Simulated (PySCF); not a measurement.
Low-lying terms of Sb³⁺ (antimony, charge +3)

Ground state [Kr] 4d10 5s2, ¹S. Calculation: PySCF 2.14, in x2c-SVPall with two added diffuse shells each of s, p type (8s7p3d, 44 functions); scalar relativity by spin-free X2C-1e. Vertical excitation energies in eV without spin-orbit coupling; excited terms of each kind are numbered among those the solver found. Frozen: [Kr].

```
 term  leading excitation  EOM-EE-CCSD
1 3P°              5s → p        8.145
1 1P°              5s → p       12.244
 1 3S              5s → s       22.728
 1 3D              5s → d       22.916
 1 1S              5s → s       23.324
 1 1D              5s → d       25.991
2 3P°              5s → p       26.538
2 1P°              5s → p       26.870
 2 3S              5s → s       31.153
 2 1S              5s → s       31.357
1 3F°              4d → p       35.860
```

The spin-orbit splitting of the hole, absent here, rivals or exceeds the spacing of these terms, so the LS terms are model states.

Only the lower part of the computed list is shown. Doubly excited terms such as np² are absent. The solver can miss terms.
